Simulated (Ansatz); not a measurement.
Ideal-gas functions of CH3ClFSSi, SMILES `CS[Si](F)Cl` radical at 400 K and 1 bar, from an Ansatz frequency run at PBE0-D4/def2-TZVP.

Molar mass 129.64 g/mol, point group C1 (symmetry number 1), electronic degeneracy 2, moments of inertia 150.152, 294.31, 348.967 u Å². Harmonic wavenumbers (cm⁻¹, unscaled): 34, 110, 125, 185, 246, 331, 470, 577, 707, 878, 971, 975, 1342, 1463, 1474, 3073, 3168, 3176.

Use S(trans) = R[1.5 ln M + 2.5 ln T − 1.1517]; rotational temperatures θ = 24.2544 K / I; S(rot) = R[ln(√π/σ · √(T³/θAθBθC)) + 1.5]; for each mode x = 1.438777 ν̃/T, S = R[x/(eˣ − 1) − ln(1 − e⁻ˣ)] and H = RT x/(eˣ − 1); 1 cm⁻¹ = 0.0119627 kJ/mol; R = 8.31446 J/(mol·K).

Task: By hand: the entropy, in J/(mol·K).

Result: Translation 175.6. Rotation: θ = 0.1615, 0.0824, 0.0695 K, giving 121.0. Vibration, mode by mode: 25.79, 16.08, 15.03, 11.85, 9.60, 7.34, 4.87, 3.59, 2.49, 1.53, 1.17, 1.15, 0.39, 0.27, 0.26, 0.00, 0.00, 0.00, in all 101.4. Electronic 5.8. Sum 403.8 J/(mol·K).

Task: By hand: H − E and G − E in kJ/mol, counted from the electronic energy.

Result: Zero-point energy ½ × 19305 × 0.0119627 = 115.5; thermal vibration 19.1; translation, rotation and pV give 4 RT = 13.3. H − E = 147.9 kJ/mol, and G − E = 147.9 − 400 × 403.8/1000 = -13.6 kJ/mol.

Vibration gives 25 % of the entropy, 56.9 J/(mol·K) of it from the modes under 150 cm⁻¹: soft modes count most, and the harmonic formula is weakest for them. The sum counts one conformer and one mirror image; others add a mixing term.
